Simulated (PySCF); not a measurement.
Species: C4H11BO2.
Z-matrix (Å and degrees, GFN2-xTB geometry), rows numbered from 1:
```
C 
C   1  1.5362
C   2  1.5362  1  108.34
C   2  1.5354  1  108.51  3   117.75
B   2  1.6205  1  109.42  3  -119.23
O   5  1.3604  2  124.09  1  -121.04
O   5  1.3482  2  118.28  1    58.88
H   1  1.0881  2  110.68  3  -178.58
H   1  1.0863  2  109.95  3    61.76
H   1  1.0892  2  110.48  3   -58.40
H   3  1.0863  2  109.95  1   -62.94
H   3  1.0882  2  110.72  1   177.41
H   3  1.0891  2  110.44  1    57.15
H   4  1.0894  2  111.01  1  -178.28
H   4  1.0888  2  110.16  1   -58.85
H   4  1.0893  2  110.93  1    60.52
H   6  0.9560  5  116.02  2    -0.06
H   7  0.9584  5  113.88  2  -179.78
```

The closed-shell SCF was solved with PySCF and density fitting under several settings on one GFN2-xTB geometry (grid level 2 and gas phase unless stated).

```csv
settings,basis functions,SCF cycles,E (Eh),HOMO (eV),LUMO (eV),dipole (D)
PBE0/pcSseg-1,174,12,-334.0413,-8.10,1.03,1.27
B3LYP/def2-SVPD,234,14,-334.2561,-7.94,-0.22,1.19
"WP04/IGLO-II, energy threshold 1e-07 Eh",220,9,-342.4586,-9.29,-0.59,1.23
```

Problem. Estimate the rows for these settings: (1) mPW1PW91/3-21G, grid level 1, fitting basis def2-qzvpp-jkfit; (2) B97-2/def2-SVPD, IEF-PCM benzene, energy threshold 1e-11 Eh; (3) WP04/ANO-RCC-VDZP, start guess vsap.

Solution. 
```csv
settings,basis functions,SCF cycles,E (Eh),HOMO (eV),LUMO (eV),dipole (D)
"mPW1PW91/3-21G, grid level 1, fitting basis def2-qzvpp-jkfit",85,10,-332.5612,-7.74,2.15,1.49
"B97-2/def2-SVPD, IEF-PCM benzene, energy threshold 1e-11 Eh",234,12,-334.1363,-7.80,0.21,1.39
"WP04/ANO-RCC-VDZP, start guess vsap",153,14,-342.4635,-9.24,-1.07,1.17
```

Problem. Over all rows, what range does the HOMO–LUMO gap span?

Solution. From 7.72 eV (B3LYP/def2-SVPD) to 9.89 eV (mPW1PW91/3-21G, grid level 1, fitting basis def2-qzvpp-jkfit). The functional of the narrowest has 20 % exact exchange, that of the widest 25 % exact exchange.

Problem. And the dipole moment?

Solution. From 1.17 D (WP04/ANO-RCC-VDZP, start guess vsap) to 1.49 D (mPW1PW91/3-21G, grid level 1, fitting basis def2-qzvpp-jkfit); the largest is 1.27 times the smallest, and the median is 1.25 D.

Problem. Compare two rows with the functional WP04: WP04/ANO-RCC-VDZP, start guess vsap and WP04/IGLO-II, energy threshold 1e-07 Eh. Which energy is lower, and by how much?

Solution. WP04/ANO-RCC-VDZP, start guess vsap (153 functions) lies 0.0049 Eh or 3.1 kcal/mol below WP04/IGLO-II, energy threshold 1e-07 Eh (220 functions).

Cycle counts include a coarse-grid stage where the run had one. WP04 was designed for NMR shieldings or shifts; total energies of different functionals aren't comparable. ANO-RCC sets were contracted for a scalar-relativistic Hamiltonian, but ran non-relativistically here. Geometry: GFN2-xTB, one conformer.
